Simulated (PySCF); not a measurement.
[IrH3]+ (quartet). All numbers come from UPBE0 in PySCF with Ir def2-TZVP with ECP60, H def2-TZVP; scalar-relativistic core potentials, no spin–orbit coupling; density-fitted integrals.

Harmonic bands of its minimum:

| ω (cm⁻¹) | IR (km/mol) |
| --- | --- |
| 429 | 0.4 |
| 501 | 0.6 |
| 658 | 5.1 |
| 1201 | 31.0 |
| 2213 | 7.7 |
| 3577 | 24.4 |

Task: The central atom is Ir. Infer the point group and assign the bands.

Result: Cs. The modes span 4a' + 2a'': 429 a', 501 a'', 658 a', 1201 a'', 2213 a', 3577 a'. The computed geometry has H–H 0.806 Å, Ir–H 1.591 Å, Ir–H 1.927 Å (×2); H–H–Ir 77.9° (×2), H–Ir–H 24.1°, H–Ir–H 140.8° (×2).

Other isomers or separated fragments may lie lower. With open d or f shells other occupations or spin states may lie lower. With an element this heavy the missing spin–orbit coupling can shift these numbers.
